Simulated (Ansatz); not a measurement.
One change: `B[SiH](C)BF` becomes `B[SiH](C)B[SiH3]`.

Ansatz, PBE0-D4/def2-TZVP geometries, multiplicity 1. Each molecule was computed in one conformer, which needn't be the lowest.

| property | `B[SiH](C)BF` |
| --- | --- |
| size of the dipole moment (ωB97M-V/def2-TZVPP) / D | 0.74 |
| HOMO energy (ωB97M-V/def2-TZVPP) / eV | -9.68 |
| HOMO–LUMO gap (ωB97M-V/def2-TZVPP) / eV | 8.99 |
| HOMO energy (PBE/def2-TZVPP) / eV | -6.39 |
| HOMO energy (B3LYP/def2-TZVPP) / eV | -7.39 |
| size of the dipole moment (B3LYP/def2-TZVPP) / D | 0.73 |

(1) What does the change do to each property? (An estimate is asked.)

## Answers

(1) The calculation gave: 
```csv
property,`B[SiH](C)B[SiH3]`,shift
size of the dipole moment (ωB97M-V/def2-TZVPP) / D,0.68,-0.06
HOMO energy (ωB97M-V/def2-TZVPP) / eV,-9.50,0.18
HOMO–LUMO gap (ωB97M-V/def2-TZVPP) / eV,8.28,-0.71
HOMO energy (PBE/def2-TZVPP) / eV,-6.38,0.01
HOMO energy (B3LYP/def2-TZVPP) / eV,-7.26,0.13
size of the dipole moment (B3LYP/def2-TZVPP) / D,0.69,-0.04
```

With PBE0 the HOMO rises by 0.13 eV and the LUMO falls by 0.53 eV, so the gap narrows by about 0.66 eV. PBE moves the HOMO by 0.01 eV and ωB97M-V by 0.18 eV. Dipoles are sizes alone; their direction can turn.

B3LYP here is the variant with VWN-RPA as its local correlation; programs differ in this.
